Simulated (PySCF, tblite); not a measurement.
Isomers of C7H11N3, one GFN2-xTB conformer each. Single-point energies are computed at PBE0/pcSseg-1 (PySCF, gas phase, no added dispersion term), electronic only.

Question: Rank them by PBE0/pcSseg-1 energy, lowest first (kcal/mol).
A. `[CH3:1][c:2]1[cH:3][n:4][n:5]([CH:6]2[CH2:7][CH2:8][CH2:9]2)[n:10]1` with N4–N5–C6–C7 -54°, N5–C6–C7–C8 132°, C6–C7–C8–C9 -13°, C7–C8–C9–C6 13°, N5–C6–C9–C8 -132°
B. `[CH3:1][CH2:2][c:3]1[n:4][c:5]([CH3:6])[n:7][n:8][c:9]1[CH3:10]` with C1–C2–C3–N4 -90°
C. `[CH2:1]=[CH:2][n:3]1[n:4][cH:5][n:6][c:7]1[CH:8]([CH3:9])[CH3:10]` with C1–C2–N3–N4 1°, N6–C7–C8–C9 93°
D. `[CH2:1]=[CH:2][c:3]1[n:4][n:5][nH:6][c:7]1[CH:8]([CH3:9])[CH3:10]` with C1–C2–C3–N4 0°, N6–C7–C8–C9 62°
E. `CC(c1ncnnc1)(C)C`
F. `[CH2:1]=[CH:2][CH2:3][n:4]1[cH:5][c:6]([CH2:7][CH3:8])[n:9][n:10]1` with C1–C2–C3–N4 126°, C2–C3–N4–C5 -62°, C5–C6–C7–C8 78°

Answer: C (0.0), B (0.2), E (10.8), A (12.3), D (14.9), F (21.3).

Neighbours under 2.5 kcal/mol apart (C=Cn1ncnc1C(C)C and CCc1nc(C)nnc1C; CC(C)(C)c1cnncn1 and Cc1cnn(C2CCC2)n1) can change places with a better method, another conformer or zero-point energy. GFN2-xTB itself gives, in the same order: 0.0, 3.4, 13.3, 2.4, 21.8, 22.9. Both levels put the same isomer lowest; measured from each level's own lowest isomer, the values differ by up to 9.9 kcal/mol (Cc1cnn(C2CCC2)n1: 2.4 against 12.3).

Which frontier levels, dipoles and rotational constants go with these structures?

```csv
SMILES,"HOMO (eV, PBE0/pcSseg-1)",LUMO (eV),dipole (D),"A, B, C (MHz)"
C=Cn1ncnc1C(C)C,-7.09,-0.89,2.71,"2098, 1113, 819.6"
CCc1nc(C)nnc1C,-6.48,-1.60,3.24,"2060, 1136, 788.5"
CC(C)(C)c1cnncn1,-6.74,-1.80,3.62,"2693, 1008, 874.0"
Cc1cnn(C2CCC2)n1,-7.09,0.12,0.10,"4450, 754.3, 720.5"
C=Cc1nn[nH]c1C(C)C,-6.51,-0.39,4.97,"2053, 1009, 791.8"
C=CCn1cc(CC)nn1,-7.15,-0.31,4.44,"2706, 745.5, 631.7"
```

What happens when harmonic zero-point energies from GFN2-xTB frequencies are added?

| SMILES | ZPE (kcal/mol) | electronic (kcal/mol) | with ZPE (kcal/mol) |
| --- | --- | --- | --- |
| C=Cn1ncnc1C(C)C | 108.7 | 0.0 | 0.8 |
| CCc1nc(C)nnc1C | 107.8 | 0.2 | 0.0 |
| CC(C)(C)c1cnncn1 | 108.3 | 10.8 | 11.1 |
| Cc1cnn(C2CCC2)n1 | 110.1 | 12.3 | 14.5 |
| C=Cc1nn[nH]c1C(C)C | 108.5 | 14.9 | 15.4 |
| C=CCn1cc(CC)nn1 | 108.3 | 21.3 | 21.6 |

The zero-point energies span 2.3 kcal/mol. CCc1nc(C)nnc1C becomes the lowest.
